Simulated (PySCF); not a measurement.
I⁺ (iodine, charge +1) across methods

[Kr] 4d10 5s1 5p5, high-spin 3P determinant (an excited configuration). Calculation: PySCF 2.14, in aug-cc-pwCVDZ-PP with ECP28MDF (6s5p4d1f, 48 functions); a scalar-relativistic core potential.

| method | E (hartree) | mean ε 5s α (eV) | mean ε 5p α (eV) | mean ε 5p β (eV) | Σ⟨r²⟩ (bohr²) | ⟨S²⟩ |
| --- | --- | --- | --- | --- | --- | --- |
| UHF | -293.86014 | -36.077 | -21.343 | -17.318 | 51.04 | 2.015 |
| MN15 | -294.1452 | -31.005 | -18.543 | -16.530 | 50.22 | 2.002 |
| r2SCAN | -294.9990 | -28.796 | -17.106 | -15.238 | 50.05 | 2.005 |
| wB97X-V | -294.8527 | -32.939 | -20.244 | -18.242 | 50.13 | 2.003 |
| LDA | -294.4532 | -28.032 | -16.682 | -15.337 | 50.02 | 2.001 |
| M06 | -294.9393 | -29.598 | -17.733 | -15.813 | 50.37 | 2.003 |
| PBE | -294.8722 | -27.816 | -16.580 | -15.118 | 50.06 | 2.001 |
| BLYP | -294.8363 | -27.598 | -16.321 | -15.028 | 50.20 | 2.001 |
| PBE0 | -294.8875 | -30.110 | -17.976 | -15.980 | 50.12 | 2.003 |

Energies and moments cover only the electrons outside the core potential.
